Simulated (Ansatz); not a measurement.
H5OPSSi (`O[SiH2]PS`), relaxed with RKS PBE0-D4/def2-TZVP in Ansatz 0.2.0 from a PBE-D4/def2-SVP geometry. The force threshold is 0.005 eV/Å; the program also tests the step.

The species carries charge 0 and has multiplicity 1.

Start:

```xyz
9

O    -0.581   -1.222    1.180
Si   -0.338   -1.029   -0.468
P     1.037    0.766   -0.893
S     0.295    1.900    0.831
H    -0.712   -0.350    1.610
H    -1.609   -0.715   -1.217
H     0.265   -2.300   -0.992
H     2.140    0.229   -0.137
H    -0.499    2.720    0.086
```

(1) By how much does the energy fall, and how many steps does the optimiser take? (Best estimate.)

(2) Which bonds change most? (Best estimate.)

(3) Give the relaxed structure. (Best estimate.)

## Answers

(1) Ansatz gave: 1.96 kcal/mol, in 10 steps.

(2) Computed: P3–S4 from 2.193 to 2.132 Å; Si2–P3 from 2.301 to 2.257 Å; O1–Si2 from 1.677 to 1.645 Å; O1–H5 from 0.981 to 0.960 Å.

(3) The calculation gave: 
```xyz
9

O    -0.509   -1.353    1.173
Si   -0.321   -1.036   -0.430
P     0.956    0.774   -0.863
S     0.150    1.943    0.727
H    -0.908   -0.653    1.696
H    -1.626   -0.752   -1.086
H     0.315   -2.240   -1.018
H     2.102    0.316   -0.162
H    -0.160    3.002   -0.036
```
